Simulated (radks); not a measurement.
Q: All-electron atom: Pb3+ in [Kr] 4d10 4f14 5s2 5p5 5d10 6s1 7s1 (not the ground configuration). Method: Dirac Kohn-Sham, PW91, spin-unpolarised, spherical densities, finite nucleus; open shells fill j = l - 1/2 first; Fermi nuclear charge, rms radius 5.5012 fm; computed with a radial shooting solver on a logarithmic mesh with Libxc functionals. Some entries of the table are withheld. Estimate them.

| orbital | occ. | eigenvalue (hartree) | <r> (bohr) | r(max) (bohr) |
|---|---|---|---|---|
| 1s1/2 | 2 | -3232.738 | 0.01606 | 0.009845 |
| 2s1/2 | 2 | -579.0289 | 0.06692 | 0.05738 |
| 2p1/2 | 2 | -556.4060 | 0.05487 | 0.04198 |
| 2p3/2 | 4 | -475.9276 | 0.06379 | 0.04969 |
| 3s1/2 | 2 | -140.1493 | 0.1740 | 0.1615 |
| 3p1/2 | 2 | -129.8745 | 0.1644 | 0.1504 |
| 3p3/2 | 4 | -111.9193 | 0.1807 | 0.1660 |
| 3d3/2 | 4 | -94.92204 | 0.1570 | 0.1289 |
| 3d5/2 | 6 | -91.10046 | 0.1619 | 0.1331 |
| 4s1/2 | 2 | -32.91012 | 0.3841 | (1) |
| 4p1/2 | 2 | -28.45111 | 0.3852 | (2) |
| 4p3/2 | 4 | -24.05412 | 0.4197 | (3) |
| 4d3/2 | 4 | -16.76396 | 0.4244 | 0.3831 |
| 4d5/2 | 6 | -15.94294 | 0.4355 | 0.3927 |
| 5s1/2 | 2 | -6.76461 | 0.8502 | 0.7884 |
| 4f5/2 | 6 | -6.50439 | (4) | 0.3475 |
| 4f7/2 | 8 | -6.31902 | (5) | 0.3520 |
| 5p1/2 | 2 | -5.23038 | 0.9056 | (6) |
| 5p3/2 | 3 | -4.39026 | 0.9930 | (7) |
| 5d3/2 | 4 | (8) | 1.213 | 1.038 |
| 5d5/2 | 6 | (9) | 1.250 | 1.068 |
| 6s1/2 | 1 | -1.59240 | 1.999 | 1.818 |
| 6p1/2 | 0 | -1.21393 | 2.285 | 2.042 |
| 6p3/2 | 0 | -1.09159 | 2.501 | 2.238 |
| 7s1/2 | 1 | -0.66092 | 4.185 | 4.050 |
| 6d3/2 | 0 | -0.65545 | 3.497 | 3.175 |
| 6d5/2 | 0 | -0.64351 | 3.568 | 3.266 |

A: 
(1) 4s1/2 r(max) (bohr): 0.3628
(2) 4p1/2 r(max) (bohr): 0.3603
(3) 4p3/2 r(max) (bohr): 0.3919
(4) 4f5/2 <r> (bohr): 0.4500
(5) 4f7/2 <r> (bohr): 0.4562
(6) 5p1/2 r(max) (bohr): 0.8256
(7) 5p3/2 r(max) (bohr): 0.9012
(8) 5d3/2 eigenvalue (hartree): -2.23270
(9) 5d5/2 eigenvalue (hartree): -2.12702
